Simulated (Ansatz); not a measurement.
Pulling the pair apart

The pair of H2 (SMILES [H][H], atoms 1–2) and C3H8 (SMILES CCC, atoms 3–13), both closed shells, in one local arrangement (a lower one may exist), relaxed at PBE0-D4/def2-TZVP:

```
13
angstrom
H -0.0995 -0.3231 -2.6035
H -0.4312 -0.1474 -3.2485
C -1.2032 -0.2111 0.6743
C 0.2799 -0.5247 0.5745
C 1.1281 0.7169 0.3576
H -1.5655 0.2707 -0.2384
H -1.4049 0.4700 1.5062
H -1.7975 -1.1142 0.8320
H 0.6078 -1.0366 1.4856
H 0.4499 -1.2329 -0.2440
H 2.1906 0.4733 0.2857
H 1.0038 1.4254 1.1816
H 0.8417 1.2337 -0.5630
```

C3H8 is shifted rigidly along the line between the mean atom positions of the two fragments (negative: closer). Counterpoise interaction energies in kJ/mol. Ansatz 0.2.0; basis: def2-TZVPPD; cores frozen in the correlated methods. B3LYP uses VWN-RPA correlation.

```csv
shift (Å),r2SCAN-D4,B3LYP-D4,wB97M-V
-0.32,-0.3,-0.8,-1.3
-0.16,-0.8,-1.4,-1.7
0.00,-1.0,-1.5,-1.7
0.16,-1.0,-1.5,-1.6
0.38,-0.9,-1.2,-1.4
0.80,-0.6,-0.7,-0.9
1.60,-0.3,-0.3,-0.4
3.21,-0.1,-0.2,-0.1
```

Q: What does CCSD(T) give at these shifts? (An estimate is asked for; the value comes from the calculation.)

A: The calculation gives: -1.0, -1.6, -1.7, -1.6, -1.4, -0.9, -0.3, -0.1 kJ/mol. For zero shift, CCSD(T) at an estimated basis limit (MP2 extrapolated from triple and quadruple zeta, plus CCSD(T) − MP2 in triple zeta) gives -1.9 kJ/mol. These are counterpoise interaction energies, counted from the two frozen fragments.

T1 diagnostic: at most 0.008.

For scale, one of the runs: CCSD(T)/def2-TZVPPD, 281 basis functions, launched by `ansatz run in.yaml --threads 4 --pin off --events-out ev --progress --plain --max-ram 9574MiB`. The run took 72 s on 4 CPU threads of an Intel Xeon Platinum 8488C (shared host), with 8.3 GiB of host memory at its peak.
